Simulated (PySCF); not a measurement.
C3H14GeSi2, SMILES C[Si](C)(C)[SiH2][GeH3] (GFN2-xTB optimised geometry):

```
20

C     -0.620    -1.885    -1.593
Si    -0.033    -1.004     0.000
C      1.879    -1.004     0.000
C     -0.639    -2.007     1.509
Si    -0.824     1.196     0.000
Ge    -0.211     2.277    -1.985
H     -0.201    -2.883    -1.687
H     -1.701    -1.981    -1.616
H     -0.324    -1.322    -2.475
H      2.286    -2.008    -0.081
H      2.274    -0.564     0.911
H      2.266    -0.427    -0.835
H     -0.273    -3.030     1.484
H     -0.299    -1.561     2.438
H     -1.723    -2.048     1.544
H     -0.311     2.008     1.113
H     -2.286     1.299     0.116
H     -0.850     1.734    -3.234
H      1.252     2.185    -2.325
H     -0.473     3.752    -2.109
```

Calculation: PySCF 2.14.0 with PBE/def2-SVP.

Task: What are the frontier orbital energies and the dipole moment?

Result: HOMO-2 -7.27 eV, HOMO-1 -7.13 eV, HOMO -6.60 eV, LUMO -0.58 eV, LUMO+1 -0.41 eV; dipole moment 1.64 D.

Meta-Löwdin charges at PBE/def2-SVP: C1 -0.54, Si2 0.65, C3 -0.54, C4 -0.54, Si5 0.09, Ge6 0.07, H7 0.12, H8 0.12, H9 0.12, H10 0.12, H11 0.12, H12 0.12, H13 0.12, H14 0.12, H15 0.12, H16 -0.06, H17 -0.06, H18 -0.04, H19 -0.04, H20 -0.03.
